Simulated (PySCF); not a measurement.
# Excitation energy of I⁺ by level of theory

I⁺ [Kr] 4d10 5s2 5p4 (3P) → I⁺ [Kr] 4d10 5s2 5p3 6s1 (5S), as a difference of total energies. Computed with PySCF 2.14 in aug-cc-pVQZ-PP with one added diffuse shell each of s, p, d, f, g type with ECP28MDF (8s8p6d4f3g, 117 functions), with a scalar-relativistic core potential. Correlated levels: valence: 4s2 4p6 4d10 frozen. The calculations carry no spin-orbit coupling.

```tsv
method	excitation energy (eV)
UHF	9.089
LDA	9.633
PBE	9.465
PBE0	9.608
r2SCAN	9.867
wB97X-V	10.039
B3LYP	9.751
revPBE	9.461
MP2 (valence)	9.429
SCS-MP2 (valence)	9.663
```

Errors of the correlated levels include the incompleteness of this basis and the frozen core.

Question: Which method comes closest to the reference value, and which is furthest?

Answer: The reference is 9.665 eV (measured; NIST levels, between the centres of gravity of the two terms). Closest: SCS-MP2 (valence) (error -0.002 eV); furthest: UHF (error -0.576 eV).
